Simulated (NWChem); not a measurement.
System: CH₆FNOSi; SMILES N[Si@@H](O)CF

Input file for NWChem:

```
start job
memory heap 200 mb stack 900 mb global 1100 mb
geometry units angstroms noautosym nocenter noautoz
  N     -1.387732     1.043342     0.348368
  Si     0.069119     0.618325    -0.464069
  O      1.505884     0.997204     0.300720
  C     -0.119418    -1.262251    -0.700008
  F     -0.553539    -1.805093     0.532897
  H     -1.607970     1.990097     0.629047
  H     -1.813538     0.354226     0.956699
  H      0.198080     1.326840    -1.758173
  H      1.595038     0.675728     1.209652
  H     -0.871301    -1.513657    -1.459636
  H      0.818433    -1.760236    -0.976152
end
basis spherical
  * library pcsseg-1
end
dft
  xc pbe0
  iterations 150
end
property
  shielding
end
task dft property
```

Output (shortened):

```
             Northwest Computational Chemistry Package (NWChem) 7.3.0
             --------------------------------------------------------

                             Geometry "geometry" -> ""
                             -------------------------

 Output coordinates in angstroms (scale by  1.889725989 to convert to a.u.)

  No.       Tag          Charge          X              Y              Z
 ---- ---------------- ---------- -------------- -------------- --------------
    1 N                    7.0000    -1.38773200     1.04334200     0.34836800
    2 Si                  14.0000     0.06911900     0.61832500    -0.46406900
    3 O                    8.0000     1.50588400     0.99720400     0.30072000
    4 C                    6.0000    -0.11941800    -1.26225100    -0.70000800
    5 F                    9.0000    -0.55353900    -1.80509300     0.53289700
    6 H                    1.0000    -1.60797000     1.99009700     0.62904700
    7 H                    1.0000    -1.81353800     0.35422600     0.95669900
    8 H                    1.0000     0.19808000     1.32684000    -1.75817300
    9 H                    1.0000     1.59503800     0.67572800     1.20965200
   10 H                    1.0000    -0.87130100    -1.51365700    -1.45963600
   11 H                    1.0000     0.81843300    -1.76023600    -0.97615200

 Effective nuclear repulsion energy (a.u.)     248.8525916970

                              NWChem Property Module
                              ----------------------

  itol2e modified to match energy
  convergence criterion.

                                 NWChem DFT Module
                                 -----------------

 Summary of "ao basis" -> "ao basis" (spherical)
 ------------------------------------------------------------------------------
       Tag                 Description            Shells   Functions and Types
 ---------------- ------------------------------  ------  ---------------------
 N                          pcsseg-1                 7       17   3s3p1d
 Si                         pcsseg-1                10       24   4s5p1d
 O                          pcsseg-1                 7       17   3s3p1d
 C                          pcsseg-1                 7       17   3s3p1d
 F                          pcsseg-1                 7       17   3s3p1d
 H                          pcsseg-1                 3        5   2s1p

  itol2e modified to match energy
  convergence criterion.

            General Information
            -------------------
          SCF calculation type: DFT
          Wavefunction type:  closed shell.
          No. of atoms     :    11
          No. of electrons :    50
           Alpha electrons :    25
            Beta electrons :    25
          Charge           :     0
          Spin multiplicity:     1
          Use of symmetry is: off; symmetry adaption is: off
          Maximum number of iterations: 150
          AO basis - number of functions:   122
                     number of shells:    56
          Convergence on energy requested:  1.00D-07
          Convergence on density requested:  1.00D-05
          Convergence on gradient requested:  5.00D-04

              XC Information
              --------------
                         PBE0 Method XC Functional
                     Hartree-Fock (Exact) Exchange  0.250
          PerdewBurkeErnzerhof Exchange Functional  0.750
            Perdew 1991 LDA Correlation Functional  1.000 local
           PerdewBurkeErnz. Correlation Functional  1.000 non-local

             Grid Information
             ----------------
          Grid used for XC integration:  fine
          Radial quadrature: Mura-Knowles
          Angular quadrature: Lebedev.
          Tag              B.-S. Rad. Rad. Pts. Rad. Cut. Ang. Pts.
          ---              ---------- --------- --------- ---------
          N                   0.65       70          11.0       590
          Si                  1.10      123          10.0       770
          O                   0.60       70          11.0       590
          C                   0.70       70          11.0       590
          F                   0.50       70          11.0       590
          H                   0.35       60          12.0       590
          Grid pruning is: on
          Number of quadrature shells:   763
          Spatial weights used:  Erf1

      Superposition of Atomic Density Guess
      -------------------------------------

 Sum of atomic energies:        -557.85572356

      Non-variational initial energy
      ------------------------------

 Total energy =    -559.779224
 1-e energy   =   -1264.296952
 2-e energy   =     455.665136
 HOMO         =      -0.345091
 LUMO         =       0.025827

   convergence    iter        energy       DeltaE   RMS-Dens  Diis-err
 ---------------- ----- ----------------- --------- --------- ---------
 d= 0,ls=0.0,diis     1   -560.5390783308 -8.09D+02  9.65D-03  1.12D+00
 d= 0,ls=0.0,diis     2   -560.4950938623  4.40D-02  5.61D-03  1.69D+00
 d= 0,ls=0.0,diis     3   -560.6447398943 -1.50D-01  7.92D-04  4.35D-02
 d= 0,ls=0.0,diis     4   -560.6476852562 -2.95D-03  3.58D-04  5.40D-03
 d= 0,ls=0.0,diis     5   -560.6481654594 -4.80D-04  8.91D-05  4.69D-04
  Resetting Diis
 d= 0,ls=0.0,diis     6   -560.6482117210 -4.63D-05  1.59D-05  9.03D-06
 d= 0,ls=0.0,diis     7   -560.6482122467 -5.26D-07  1.34D-05  2.58D-06
 d= 0,ls=0.0,diis     8   -560.6482120313  2.15D-07  7.87D-06  5.42D-06
 d= 0,ls=0.0,diis     9   -560.6482124442 -4.13D-07  5.98D-07  1.22D-08
 d= 0,ls=0.0,diis    10   -560.6482124453 -1.05D-09  2.07D-07  1.86D-09

         Total DFT energy =     -560.648212445278
      One electron energy =    -1269.417312365162
           Coulomb energy =      514.148219566647
    Exchange-Corr. energy =      -54.231711343762
 Nuclear repulsion energy =      248.852591697000

 Numeric. integr. density =       50.000001091486

                       DFT Final Molecular Orbital Analysis
                       ------------------------------------

[...]

          -----------------------------------------
          Chemical Shielding Tensors (GIAO, in ppm)
          -----------------------------------------

                                NWChem CPHF Module
                                ------------------

  scftype          =     RHF
  nclosed          =       25
  nopen            =        0
  variables        =     2425
  # of vectors     =        3
  tolerance        = 0.10D-03
  level shift      = 0.00D+00
  max iterations   =       50
  max subspace     =       30

 SCF residual:    1.3911232745530034E-005

Iterative solution of linear equations
  No. of variables     2425
  No. of equations        3
  Maximum subspace       30
        Iterations       50
       Convergence  1.0D-04

   iter   nsub   residual    time
   ----  ------  --------  ---------
     1      3    2.80D-01     109.3
     2      6    1.19D-02     120.2
     3      9    1.34D-03     131.9
     4     12    8.09D-05     142.7

      Atom:    1  N
        Diamagnetic
    322.6245     -4.1182    -13.2494
     -4.1182    325.4393      1.3278
    -13.2494      1.3278    311.9891

        Paramagnetic
    -69.2557     -0.5924      2.8878
     -0.5924   -101.2628     16.3063
      2.8878     16.3063    -79.9527

        Total Shielding Tensor
    253.3688     -4.7105    -10.3615
     -4.7105    224.1766     17.6341
    -10.3615     17.6341    232.0364

           isotropic =     236.5273
          anisotropy =      37.4204

          Principal Components and Axis System
                 1           2           3
              261.4742    238.2638    209.8439

      1         0.8104      0.5817     -0.0697
      2        -0.3309      0.5526      0.7649
      3        -0.4835      0.5968     -0.6403

      Atom:    2  Si
        Diamagnetic
    882.4372      0.8586     -0.0204
      0.8586    881.3292      0.5472
     -0.0204      0.5472    877.1558

        Paramagnetic
   -485.9098     -8.8255     18.3709
     -8.8255   -525.7570     17.7520
     18.3709     17.7520   -501.9859

        Total Shielding Tensor
    396.5274     -7.9669     18.3505
     -7.9669    355.5723     18.2992
     18.3505     18.2992    375.1699

           isotropic =     375.7565
          anisotropy =      47.1593

          Principal Components and Axis System
                 1           2           3
              407.1960    380.3673    339.7062

      1         0.8533     -0.4345      0.2881
      2         0.0522      0.6210      0.7820
      3         0.5188      0.6523     -0.5526

      Atom:    3  O
        Diamagnetic
    396.8148      5.2343     12.2778
      5.2343    379.5547     -2.4481
     12.2778     -2.4481    396.8786

        Paramagnetic
    -96.1057    -21.3778    -13.6088
    -21.3778   -141.7983     10.8309
    -13.6088     10.8309   -125.8322

        Total Shielding Tensor
    300.7091    -16.1435     -1.3310
    -16.1435    237.7565      8.3828
     -1.3310      8.3828    271.0464

           isotropic =     269.8373
          anisotropy =      52.6386

          Principal Components and Axis System
                 1           2           3
              304.9297    272.3137    232.2685

      1         0.9648      0.1424      0.2213
      2        -0.2441      0.1700      0.9547
      3        -0.0983      0.9751     -0.1988

      Atom:    4  C
        Diamagnetic
    245.0280      1.6721     -4.1414
      1.6721    252.1860     -4.1400
     -4.1414     -4.1400    254.6505

        Paramagnetic
   -174.7844     12.3421    -24.3072
     12.3421   -157.6276    -29.0375
    -24.3072    -29.0375   -113.7405

        Total Shielding Tensor
     70.2436     14.0142    -28.4486
     14.0142     94.5584    -33.1775
    -28.4486    -33.1775    140.9099

           isotropic =     101.9040
          anisotropy =      99.8066

          Principal Components and Axis System
                 1           2           3
              168.4417     77.2905     59.9797

      1        -0.3073     -0.0371      0.9509
      2        -0.4377      0.8928     -0.1066
      3         0.8450      0.4490      0.2906

      Atom:    5  F
        Diamagnetic
    464.5259      4.2617     -7.9142
      4.2617    470.5368     -7.9856
     -7.9142     -7.9856    483.1541

        Paramagnetic
     51.3567    -14.8074     40.2119
    -14.8074     10.6908     10.5709
     40.2119     10.5709    -38.4565

        Total Shielding Tensor
    515.8826    -10.5457     32.2977
    -10.5457    481.2276      2.5852
     32.2977      2.5852    444.6975

           isotropic =     480.6026
          anisotropy =      74.0846

          Principal Components and Axis System
                 1           2           3
              529.9923    480.3751    431.4404

      1         0.9215      0.1236     -0.3681
      2        -0.1811      0.9754     -0.1258
      3         0.3435      0.1826      0.9212

      Atom:    6  H
        Diamagnetic
     27.0397     -6.2574     -3.7812
     -6.2574     41.5462      5.6115
     -3.7812      5.6115     24.3839

        Paramagnetic
      0.3864      1.4947      1.6451
      1.4947     -3.3587     -1.0101
      1.6451     -1.0101      1.0942

        Total Shielding Tensor
     27.4261     -4.7627     -2.1361
     -4.7627     38.1876      4.6014
     -2.1361      4.6014     25.4781

           isotropic =      30.3639
          anisotropy =      16.8288

          Principal Components and Axis System
                 1           2           3
               41.5831     25.6883     23.8203

      1        -0.3445      0.8953      0.2823
      2         0.8896      0.4074     -0.2065
      3         0.2999     -0.1800      0.9369

      Atom:    7  H
        Diamagnetic
     29.9793      3.7207     -8.5853
      3.7207     33.3506     -6.2506
     -8.5853     -6.2506     29.0808

        Paramagnetic
     -1.2599     -0.5854      2.4888
     -0.5854     -1.4836      1.5630
      2.4888      1.5630     -0.4277

        Total Shielding Tensor
     28.7194      3.1353     -6.0965
      3.1353     31.8670     -4.6876
     -6.0965     -4.6876     28.6531

           isotropic =      29.7465
          anisotropy =      13.9862

          Principal Components and Axis System
                 1           2           3
               39.0706     27.7565     22.4123

      1         0.5306     -0.5500      0.6449
      2         0.6123      0.7749      0.1570
      3        -0.5861      0.3116      0.7479

      Atom:    8  H
        Diamagnetic
     23.5478      0.8815     -1.3927
      0.8815     27.5878     -6.8979
     -1.3927     -6.8979     34.8632

        Paramagnetic
      1.5513     -0.3491      1.1782
     -0.3491     -2.8214      3.1504
      1.1782      3.1504     -4.2210

        Total Shielding Tensor
     25.0992      0.5324     -0.2145
      0.5324     24.7664     -3.7475
     -0.2145     -3.7475     30.6421

           isotropic =      26.8359
          anisotropy =       8.4822

          Principal Components and Axis System
                 1           2           3
               32.4907     25.1418     22.8753

      1        -0.0576      0.9834     -0.1719
      2        -0.4390      0.1297      0.8891
      3         0.8966      0.1267      0.4242

      Atom:    9  H
        Diamagnetic
     26.3546      0.6575      6.8198
      0.6575     22.7172     -5.2314
      6.8198     -5.2314     41.3096

        Paramagnetic
     -0.0028     -0.6854     -1.4850
     -0.6854      1.4449      1.5608
     -1.4850      1.5608     -3.0637

        Total Shielding Tensor
     26.3518     -0.0279      5.3348
     -0.0279     24.1622     -3.6705
      5.3348     -3.6705     38.2459

           isotropic =      29.5866
          anisotropy =      17.1117

          Principal Components and Axis System
                 1           2           3
               40.9944     25.2118     22.5537

      1         0.3357      0.8045     -0.4900
      2        -0.2012      0.5694      0.7971
      3         0.9202     -0.1689      0.3530

      Atom:   10  H
        Diamagnetic
     28.0663      3.0770      7.1282
      3.0770     26.0787      3.2705
      7.1282      3.2705     34.1188

        Paramagnetic
     -4.4044     -2.3292     -6.7779
     -2.3292     -0.2481     -2.6016
     -6.7779     -2.6016     -2.8772

        Total Shielding Tensor
     23.6619      0.7478      0.3503
      0.7478     25.8306      0.6689
      0.3503      0.6689     31.2416

           isotropic =      26.9114
          anisotropy =       6.6554

          Principal Components and Axis System
                 1           2           3
               31.3483     25.9592     23.4266

      1         0.0576      0.2873      0.9561
      2         0.1278      0.9477     -0.2924
      3         0.9901     -0.1391     -0.0178

      Atom:   11  H
        Diamagnetic
     33.6024     -5.9040     -5.7564
     -5.9040     28.8586      2.6214
     -5.7564      2.6214     25.8039

        Paramagnetic
     -7.7816      5.3783      2.1475
      5.3783     -2.6271     -2.0072
      2.1475     -2.0072      2.7481

        Total Shielding Tensor
     25.8208     -0.5258     -3.6089
     -0.5258     26.2315      0.6142
     -3.6089      0.6142     28.5520

           isotropic =      26.8681
          anisotropy =       6.4617

          Principal Components and Axis System
                 1           2           3
               31.1759     26.1032     23.3253

      1        -0.5624      0.0668      0.8242
      2         0.1606      0.9866      0.0296
      3         0.8111     -0.1490      0.5656
```

Level: PBE0/pcSseg-1, GIAO. Structure relaxed at the B3LYP/6-31G* (spherical d) level. The printed shielding anisotropy is the first printed principal value minus the mean of the other two.
